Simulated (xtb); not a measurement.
CHO2 (SMILES O=C=[OH+]), charge +1, singlet, geometry from GFN2-xTB; GFN1-xTB with ALPB(thf) run with xtb 6.7.1.

xtb was given this input:
```
$ xtb mol.xyz --gfn 1 --chrg 1 --alpb thf --json

# file mol.xyz
4

C     -0.00695796     0.00985104    -0.11037218
O     -0.02341240    -0.02147629     1.07634088
O      0.09771270    -0.03387449    -1.21876599
H     -0.55265466     0.38369998     1.80163397
```

The log (banner, timings and long lists left out):

```
   ID    Z sym.   atoms
    1    6 C      1
    2    8 O      2, 3
    3    1 H      4

           -------------------------------------------------
          |                Calculation Setup                |
           -------------------------------------------------

           -------------------------------------------------
          |                 G F N 1 - x T B                 |
           -------------------------------------------------

      * Solvation model:               ALPB
        Solvent                        thf
        Parameter file                 internal GFN1-xTB/ALPB
        Dielectric constant                7.6000E+00
        Reference state                gsolv [1 M gas/solution]
        Free energy shift                  6.2343E-03 Eh       3.9121E+00 kcal/mol
        Temperature                        2.9815E+02 K
        Density                            8.8300E-01 kg/L
        Solvent mass                       7.2106E+01 g/mol
        Interaction kernel             P16
        Born radius scaling (c1)           1.7918E+00
        Born radii integrator          GBOBC
        Born offset                        0.0000E+00 a0       0.0000E+00 AA
        H-bond correction              true
        Ion screening                  false
        Surface tension                    1.0000E-05 Eh       1.5569E+01 dyn/cm
        Grid points                               230 per atom

          ...................................................
          :                      SETUP                      :
          :.................................................:
          :  # basis functions                  14          :
          :  # atomic orbitals                  14          :
          :  # shells                            8          :
          :  # electrons                        16          :
          :  # halogen bonds                     0          :
          :  max. iterations                   250          :
          :  Hamiltonian                  GFN1-xTB          :
          :  restarted?                      false          :
          :  GBSA solvation                   true          :
          :  PC potential                    false          :
          :  electronic temp.          300.0000000     K    :
          :  accuracy                    1.0000000          :
          :  -> integral cutoff          0.2500000E+02      :
          :  -> integral neglect         0.1000000E-07      :
[...]
         :: total energy             -11.584386728842 Eh    ::
[...]
         3        2.0000           -0.9028109             -24.5667
         4        2.0000           -0.8696714             -23.6650
         5        2.0000           -0.8674055             -23.6033
         6        2.0000           -0.8146010             -22.1664
         7        2.0000           -0.7644445             -20.8016
         8        2.0000           -0.7541359             -20.5211 (HOMO)
         9                         -0.4220715             -11.4851 (LUMO)
        10                         -0.4021903             -10.9442
        11                         -0.2408616              -6.5542
        12                          0.0391471               1.0652
        13                          0.2927045               7.9649
        14                          1.4507569              39.4771
      -------------------------------------------------------------
                  HL-Gap            0.3320645 Eh            9.0359 eV
             Fermi-level           -0.5881037 Eh          -16.0031 eV

  Mulliken/CM5 charges         n(s)   n(p)   n(d)
     1C     0.84183  0.92202   0.889  2.270  0.000
     2O    -0.30148 -0.49719   1.634  4.667  0.000
     3O    -0.15374 -0.20084   1.684  4.469  0.000
     4H     0.61340  0.77601   0.387  0.000  0.000

Wiberg/Mayer (AO) data.
largest (>0.10) Wiberg bond orders for each atom

 ---------------------------------------------------------------------------
     #   Z sym  total        # sym  WBO       # sym  WBO       # sym  WBO
 ---------------------------------------------------------------------------
     1   6 C    3.806 --     3 O    2.204     2 O    1.589
     2   8 O    2.430 --     1 C    1.589     4 H    0.586     3 O    0.255
     3   8 O    2.482 --     1 C    2.204     2 O    0.255
     4   1 H    0.622 --     2 O    0.586
 ---------------------------------------------------------------------------

Topologies differ in total number of bonds
Writing topology from bond orders to xtbtopo.mol

 dipole moment from electron density (au)
     X       Y       Z
  -0.7808   0.5673   1.8774  total (Debye):    5.365

           -------------------------------------------------
          | TOTAL ENERGY              -11.584386728842 Eh   |
          | GRADIENT NORM               0.020247423524 Eh/α |
          | HOMO-LUMO GAP               9.035933972744 eV   |
           -------------------------------------------------

normal termination of xtb
```
